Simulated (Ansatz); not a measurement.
Spin states of H2W (SMILES [WH2]), each relaxed at B3LYP-D3(BJ)/def2-TZVP; lowest solutions found, singlets restricted, no spin–orbit coupling, no relativity up to Kr.
Multiplicity 5 (charge 0, multiplicity 5):
```csv
atom,x (Å),y (Å),z (Å)
W,0.5749,0.1210,0.1867
H,-0.0760,-1.4525,-0.0557
H,-0.5319,1.3790,-0.2013
```
Multiplicity 1 (charge 0, multiplicity 1):
```tsv
atom	x (Å)	y (Å)	z (Å)
W	0.5613	0.1186	0.1818
H	-0.0709	-1.4396	-0.0538
H	-0.5235	1.3684	-0.1983
```

The values were computed with Ansatz (a quantum-chemistry and plane-wave program). Values without a source in brackets are computed. In def2 rows elements past Kr take small-core potentials, without spin–orbit coupling.

The energy of multiplicity 1 less that of multiplicity 5 (kcal/mol) and the share of exact exchange:

| functional | exact exchange (%) | value |
|---|---|---|
| PBE/def2-TZVPP | 0 | 53.19 |
| PBE0/def2-TZVPP | 25 | 56.73 |
| BLYP/def2-TZVPP | 0 | 41.58 |
| B3LYP/def2-TZVPP | 20 | 44.25 |
| BHLYP/def2-TZVPP | 50 | 47.33 |
| r2SCAN/def2-TZVPP | 0 | 63.37 |
| r2SCANh/def2-TZVPP | 10 | 64.18 |

Take the value as linear in the share of exact exchange along PBE and PBE0. Give the slope, say whether the sign turns, and set the other functionals against that line.


Slope: (56.73 − (53.19))/2.5 = 1.42 kcal/mol for each 10 %. The line keeps its sign from 0 to 100 %. At 50 % it gives 60.3 kcal/mol. The LYP pair gives (47.33 − (41.58))/5 = 1.15 for each 10 %. BHLYP, at 50 %, lies -12.9 from the PBE line. B3LYP, at 20 %, lies -11.8 from the PBE line. r2SCAN, with none, stands 10.2 from PBE. The r2SCAN pair gives 0.81 for 10 %.
